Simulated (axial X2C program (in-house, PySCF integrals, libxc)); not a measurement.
# Spectroscopic constants of SbSe⁺

Computed with an in-house relativistic program for diatomic molecules. Spin-free means the one-electron spin-free X2C Hamiltonian; two-component (2c) means X2C with spin–orbit coupling and atomic mean-field two-electron Coulomb and Gaunt terms, so the difference of the two also holds small scalar two-electron terms. Basis: Sb dyall-cv3z [11s12p8d4f1g], Se dyall-cv3z [8s9p6d4f1g] (cores contracted in-house); Gaussian nuclei, density fitting, unrestricted open shells. Masses: Sb 120.904 u, Se 79.917 u.

Input file and command:
```json
{
 "zs": [
  51,
  34
 ],
 "q": 1,
 "bas": [
  "dyall-cv3z",
  "dyall-cv3z"
 ],
 "levels": [
  "PBE0",
  "HF",
  "B3LYP"
 ],
 "cc": true,
 "r0": 2.4,
 "thr": -1.0,
 "nmax": 90,
 "npts": 10,
 "nst": 2,
 "ntry": 6
}
```
```bash
python so2c.py task.json out
```

Keys: zs atomic numbers; q charge; bas basis sets; levels methods; cc coupled cluster on or off; r0 starting distance in Å; thr threshold in hartree for freezing inner shells (an s shell follows its p shell); nmax most natural virtual spinors; npts points on the curve; nst determinants followed; ntry starts of the search. HF also brings MP2.

State, spin-free: M_S = 0, Λ = 0 (closed shell); electrons by block: σα: 18, σβ: 18, π+α: 9, π+β: 9, π-α: 9, π-β: 9, δ+α: 3, δ+β: 3, δ-α: 3, δ-β: 3. Fragments: Sb+ + Se for PBE0, MP2, CCSD, CCSD(T), B3LYP; Sb + Se+ for HF.

State, 2c: Ω = 0 (closed shell); electrons by block: 1/2: 27, -1/2: 27, 3/2: 12, -3/2: 12, 5/2: 3, -5/2: 3. Fragments: Sb+ + Se.

```csv
Hamiltonian,level,Re (Å),ωe (cm⁻¹),ωexe (cm⁻¹),Be (cm⁻¹),αe (cm⁻¹),De (eV),D0 (eV),k (mdyn/Å),μ (D)
spin-free,PBE0,2.253,388.5,0.618,0.06903,0.000154,4.68,4.65,4.28,-1.95
spin-free,HF,2.220,428.5,0.571,0.07111,0.000137,1.87,1.84,5.2,-2.55
spin-free,MP2,2.306,342.4,0.701,0.06591,0.000186,4.72,4.69,3.32,n/a
spin-free,CCSD,2.272,379.5,0.627,0.06785,0.000155,4.17,4.14,4.08,n/a
spin-free,CCSD(T),2.297,353.5,0.77,0.06639,0.000178,4.55,4.52,3.54,n/a
spin-free,B3LYP,2.274,372.2,0.632,0.06775,0.000159,4.70,4.68,3.93,-1.92
2c,PBE0,2.256,385.5,0.641,0.06885,0.000157,n/a,n/a,4.21,-1.94
2c,B3LYP,2.277,368.9,0.657,0.06756,0.000162,n/a,n/a,3.86,-1.91
```

Correlated methods: 10 electrons correlated (number of frozen shells: Sb 4 s, 3 p, 2 d; Se 3 s, 2 p, 1 d), 274 virtual spin orbitals or spinors in MP2, 88 natural virtuals in coupled cluster.

Dipoles are positive if Se is the positive end and refer to the centre of mass.

The state is one determinant whose occupation by symmetry is held fixed; it was picked as the lowest of a PBE0 search that is not exhaustive. The closed shell is kept restricted, so the energy runs too high when the bond is stretched far. Dissociation energies refer to the lowest single-determinant-based atoms at the same level and basis. De is not given where an atomic determinant may have missed its ground term or J level, or where the truncated virtual space spoils (T). CCSD and (T) use frozen natural virtuals with an MP2 correction for the truncation; (T) itself is uncorrected, so its De runs slightly low. Without a current term, density functionals place determinants with orbital angular momentum somewhat too high. The T1 diagnostic is large, a sign of multireference character. With the outer-core shells frozen, correlated bond lengths of heavy atoms tend to come out a few hundredths of an ångström too long.

No reliable constants came from CCSD (2c), CCSD(T) (2c), HF (2c), MP2 (2c): no minimum in range, unconverged points, a curve that is not smooth, a change of character along it, or the two Hamiltonians disagreeing along it.

Rough cost a point (2c) on 1 thread(s) of a shared host, integrals apart: PBE0 1.2 s, B3LYP 1.3 s.

The whole task took 3.5 min on 1 thread of AMD EPYC 7B13 (Zen 3) (shared host).
